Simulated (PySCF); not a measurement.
A GIAO shielding run with PySCF 2.14.0 with density-fitted response routines (density fitting, non-relativistic, gas phase) on `C#CC(=C=S)[SiH2]C1CCC1`, C8H10SSi:

```
$ OMP_NUM_THREADS=1 python probes_run.py task.json out

{"job": {"kind": "nmr", "xc": "PBE0", "basis": "pcSseg-1"}, "charge": 0, "multiplicity": 1}
C      3.021680    -1.287312     0.154393
C      2.606872    -0.180877    -0.063701
C      2.085861     1.093491    -0.327902
C      2.720212     2.221339    -0.238847
S      3.309932     3.663626    -0.181717
Si     0.268637     1.165548    -0.926774
C     -0.800398     0.309214     0.384323
C     -2.284203     0.086963     0.023961
C     -2.160465    -1.380084     0.454741
C     -0.638551    -1.216590     0.561185
H      3.404152    -2.243220     0.351428
H      0.214376     0.430946    -2.196948
H     -0.115511     2.566513    -1.105792
H     -0.714742     0.815142     1.348693
H     -2.493054     0.201791    -1.038165
H     -2.998622     0.688228     0.582876
H     -2.635106    -1.583360     1.412699
H     -2.507890    -2.114292    -0.269436
H     -0.189339    -1.532290     1.500494
H     -0.098990    -1.694097    -0.254580
```

Hardware: 1 thread of an Arm Neoverse V1, shared host. The job also computes population analyses, field gradients, ring-centre shieldings.

Question: How large is the calculation?

Answer: 88 electrons, 234 basis functions and 1254 auxiliary functions.

Question: How long does it take, and how much memory does it need?

Answer: 75 s of wall time, with 15 SCF cycles and 5 response iterations; peak memory 1.1 GiB. Times on a shared host scatter by some tens of per cent.
